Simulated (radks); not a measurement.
The numbers below are computed, except where a source is named.
The mean radii <r> (bohr) of the occupied orbitals of an atom or ion are listed with their occupations. Level of theory: scalar-relativistic Kohn-Sham, PBE, spin-polarised, spherical densities, finite nucleus; Fermi nuclear charge, rms radius of each element as measured or else 0.836 A^(1/3) + 0.57 fm (a radial shooting solver on a logarithmic mesh with Libxc functionals).

orbital  occ.      <r>
1s up       1  0.03110
1s down     1  0.03110
2s up       1   0.1330
2s down     1   0.1330
2p up       3   0.1157
2p down     3   0.1157
3s up       1   0.3251
3s down     1   0.3256
3p up       2   0.3151

Name the element and its charge. Open shells, if any, are filled with parallel spins first.

Answer. Z = 47, silver, charge +33: Ag33+ in [Ne] 3s2 3p2. The 1s radius gives Z: for a bare nucleus <r> = (2 gamma + 1)/(2Z) with gamma = sqrt(1 - (Z/c)^2), 0.03062 bohr for Z = 47, and screening makes it slightly larger (0.03110 here). The occupations add up to 14, and the charge is Z minus that.
